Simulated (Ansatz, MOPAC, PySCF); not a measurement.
Pair of molecules: SiH4 (SMILES [SiH4]) (first 5 atoms) with SiH4 (SMILES [SiH4]); geometry from B3LYP-D3(BJ)/def2-TZVP, rigid monomers moved along the line of their centres of mass till Si1···Si6 is 3.62 Å.
(charge 0, multiplicity 1):
| atom | x (Å) | y (Å) | z (Å) |
|---|---|---|---|
| Si | 0.0175 | -0.1676 | -0.1015 |
| H | 1.0688 | 0.8735 | -0.0874 |
| H | -1.0763 | 0.2254 | 0.8156 |
| H | 0.5898 | -1.4580 | 0.3420 |
| H | -0.5213 | -0.3092 | -1.4734 |
| Si | -0.0139 | 0.1334 | 3.5018 |
| H | -0.8203 | -1.0831 | 3.2588 |
| H | 1.1214 | 0.1674 | 2.5522 |
| H | 0.5075 | 0.1141 | 4.8875 |
| H | -0.8548 | 1.3350 | 3.3058 |

Interaction energies are E(AB) − E(A) − E(B) at the monomers' geometry in the complex; basis-set methods are counterpoise corrected. Rows marked so take none.

Rows in STO-3G carry no dispersion term and start afresh at each structure. The state that AM1 reach isn't checked.

Codes used: Ansatz (a quantum-chemistry and plane-wave program); MOPAC for AM1 (differences of heats of formation); PySCF for STO-3G rows, the dispersion terms. 

Question: One of these levels gives 3.1 kJ/mol for the interaction energy. Which one is it?
(A) AM1
(B) HF/STO-3G (no counterpoise)
(C) PBE-D3(BJ)/def2-TZVPPD
(D) PBE/def2-TZVPPD

Answer: D, PBE/def2-TZVPPD. The others give 6.3 (AM1), 13.4 (HF/STO-3G (no counterpoise)), -3.2 (PBE-D3(BJ)/def2-TZVPPD)
